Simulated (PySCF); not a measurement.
# Quadrupolar nuclei of `S=C1CC[C@@H](S)C1` in NMR

Compound: C5H8S2.
Atom-mapped SMILES: `[S:1]=[C:2]1[CH2:3][CH2:4][C@@H:5]([SH:6])[CH2:7]1` (hydrogens: H8, H9 on C3; H10, H11 on C4; H12 on C5; H13 on S6; H14, H15 on C7)

Structure used (GFN2-xTB), in Å, numbered top down from 1:
```
atom  x, y, z in Å
S1    -0.170    2.955    0.127
C2    -0.188    1.337    0.133
C3    -0.955    0.479   -0.825
C4    -0.810   -0.949   -0.294
C5     0.499   -0.933    0.499
S6     1.954   -1.283   -0.563
C7     0.569    0.473    1.090
H8    -1.992    0.805   -0.904
H9    -0.516    0.583   -1.822
H10   -0.797   -1.694   -1.087
H11   -1.634   -1.183    0.383
H12    0.539   -1.717    1.254
H13    1.839   -0.195   -1.320
H14    1.589    0.829    1.243
H15    0.069    0.502    2.064
```

Computed at PBE0/pcSseg-1 (PySCF, non-relativistic):

| atom | environment | nucleus | spin I | Q (b) | CQ = χzz (MHz) | η |
| --- | --- | --- | --- | --- | --- | --- |
| S1 | thiocarbonyl sulfur | 33S | 3/2 | -0.0678 | 45.439 | 0.191 |
| S6 | thiol sulfur | 33S | 3/2 | -0.0678 | 46.165 | 0.603 |

At 14.1 T, set νQ = 3|CQ|/[2I(2I − 1)] beside the Larmor frequency (|g| × 7.62259 MHz/T × B; g(33S) = 0.42921), and give PQ = |CQ|√(1 + η²/3).

| atom | PQ (MHz) | νQ (MHz) | ν0 (MHz) | νQ/ν0 |
| --- | --- | --- | --- | --- |
| S1 | 45.71 | 22.72 | 46.13 | 0.492 |
| S6 | 48.89 | 23.08 | 46.13 | 0.500 |

For S1: PQ = 45.44 × 1.0060, νQ = 45.44 × 0.5000, ν0 = 3.2717 MHz/T × 14.1 T.

For S1 and S6 νQ isn't small against ν0, so the high-field expansions of solid-state NMR fail there at this field.

In the extreme-narrowing limit, with isotropic tumbling and one correlation time, the quadrupolar linewidth goes as PQ². What relative widths follow for the 33S sites?

S6 1, S1 0.87, with S6 as 1.

Quadrupolar 1/T1 and linewidth for τc = 1.5 ps (extreme narrowing, isotropic tumbling)?

Rate = (3π²/10) PQ² τc (2I + 3)/[I²(2I − 1)], the same for T1 and T2; width = rate/π.

| site | spin factor (2I + 3)/[I²(2I − 1)] | 1/T1 (s⁻¹) | T1 (ms) | linewidth (Hz) |
| --- | --- | --- | --- | --- |
| 33S at S1 | 1.333 | 12400 | 0.0808 | 3940 |
| 33S at S6 | 1.333 | 14200 | 0.0707 | 4500 |

Isolated species at its GFN2-xTB geometry (one conformer only). GFN2-xTB bond lengths can be off by several hundredths of an ångström, more for odd bonds, and the gradients follow them. The small basis limits the accuracy of the gradients.

These values come from a run that also computed NMR shieldings. Time: 28 s of wall time; peak memory 0.79 GiB. Hardware: Arm Neoverse V1, one thread (shared host).
